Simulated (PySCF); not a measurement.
## Electronic structure of Ir⁺ (iridium, charge +1) at the B2PLYP level

Configuration: [Xe] 4f14 5d6 6s2, high-spin 5D determinant (an excited configuration). Computed with PySCF 2.14 in aug-cc-pVTZ-PP with one added diffuse shell each of s, p, d, f, g type with ECP60MDF (7s7p6d4f3g, 113 functions), with scalar relativity through the core potential.

```json
{"Total energy, PT2 part included": "-103.8076 hartree", "One-electron energy": "-173.4418 hartree", "Hartree (Coulomb) energy": "79.5226 hartree", "Exchange-correlation energy": "-9.8263 hartree", "PT2 correlation before scaling by 0.27": "-0.22987 hartree", "⟨S²⟩": "6.0070", "⟨L²⟩": "6.016", "Sum of ⟨r⟩": "24.08 bohr", "Sum of ⟨r²⟩": "45.79 bohr²", "Traceless quadrupole moment −½Σ⟨3z² − r²⟩ along its main axis": "0.770 e·bohr²", "Time after the integrals": "roughly 10 core-seconds"}
```

| shell | electrons | mean orbital energy (eV) | spread (eV) | rms radius, mean of both spins (bohr) |
| --- | --- | --- | --- | --- |
| 5s α | 1 | -120.30 | 0 | 1.05 |
| 5s β | 1 | -116.05 | 0 | 1.05 |
| 5p α | 3 | -75.327 | 1.378 | 1.21 |
| 5p β | 3 | -69.718 | 0.311 | 1.21 |
| 5d α | 5 | -22.213 | 1.620 | 1.74 |
| 5d β | 1 | -19.056 | 0 | 1.74 |
| 6s α | 1 | -16.540 | 0 | 2.88 |
| 6s β | 1 | -14.998 | 0 | 2.88 |

Energies and moments cover only the electrons outside the core potential. Spin-orbit coupling, absent here, splits the open shell strongly.

The orbital energies are those of the SCF part of the double hybrid.
